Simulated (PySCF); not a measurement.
Start geometry of `C(CC)CCBr` (1-bromopentane) from GFN2-xTB (Å):
```
atom  x, y, z in Å
C1     2.535    0.170   -0.195
C2     1.269   -0.302    0.508
C3     0.016    0.096   -0.267
C4    -1.259   -0.390    0.418
C5    -2.516    0.051   -0.308
Br6   -2.753    1.992   -0.226
H7     2.609   -0.271   -1.186
H8     3.418   -0.114    0.374
H9     2.530    1.253   -0.302
H10    1.226    0.133    1.509
H11    1.299   -1.389    0.620
H12   -0.013    1.184   -0.356
H13    0.068   -0.321   -1.276
H14   -1.263   -1.483    0.454
H15   -1.284   -0.023    1.447
H16   -3.412   -0.373    0.143
H17   -2.479   -0.201   -1.367
```

What comes out of this run: PySCF, PBE0-D3(BJ)/def2-SVP geometry optimisation, gas phase?

```
atom  x, y, z in Å
C1     2.406    0.034   -0.549
C2     1.125   -0.427    0.128
C3    -0.133   -0.026   -0.628
C4    -1.415   -0.498    0.042
C5    -2.688   -0.111   -0.676
Br6   -2.991    1.817   -0.697
H7     2.502   -0.398   -1.558
H8     3.298   -0.260    0.024
H9     2.426    1.130   -0.659
H10    1.078   -0.014    1.151
H11    1.145   -1.525    0.251
H12   -0.165    1.072   -0.735
H13   -0.090   -0.429   -1.657
H14   -1.411   -1.602    0.109
H15   -1.456   -0.129    1.081
H16   -3.577   -0.538   -0.194
H17   -2.676   -0.418   -1.731
```

The energy falls by 1.0 kcal/mol over 4 energy and gradient evaluations, the largest force component goes from 0.0165 to 6.5e-05 Eh/bohr, and the atoms move by 0.045 Å rms after alignment. Among the bonds, C1–H7, C1–H8 and C1–H9 change most and about equally (+0.013 to +0.014 Å). Bonds longer at the end by more than 0.005 Å: 11 of 16; shorter: 1. Among the angles that change most is C3–C4–C5, from 112.6° to 114.9°. Rotational constants go from 5330, 780.6, 711.8 to 5491, 757.1, 693.4 MHz. The orientation of the end geometry is arbitrary; only internal coordinates are fixed.

The run used 157 basis functions and 24 SCF cycles in all.

PBE0-D3(BJ)/def2-SVP frequencies: not computed here. The numbers are those of one conformer.
